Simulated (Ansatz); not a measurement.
Consider the ligand exchange at the Si–N bond: `C/C(O)=N\[SiH3]` + `OCS` → `OCS[SiH3]` + `CC(=N)O`.

Isolated molecules relaxed with PBE0-D4/def2-TZVP in Ansatz; ΔE leaves out vibrations. CCSD(T)/CBS adds triple-zeta CCSD(T) − MP2 to the extrapolated MP2 energy (def2 sets, frozen cores). Functionals use def2-TZVPP. One conformer a species, not always the lowest.

```tsv
level	ΔE (eV)
ωB97M-V	-0.16
SCS-MP2/def2-TZVPP	-0.13
SCS-MP2/def2-QZVPP	-0.14
CCSD/CBS(def2)	-0.16
```

Question: What does CCSD(T)/CBS give? (An estimate is asked.)

Answer: Ansatz gave: -0.18 eV. The listed levels differ from it by 0.02, 0.05, 0.04, 0.02 eV.

Largest T1 diagnostic among the species: 0.013.

In def2-TZVPP, CCSD(T) changes the Hartree–Fock value by −0.10 eV (the triples alone add −0.02 eV) and MP2 by −0.10 eV.
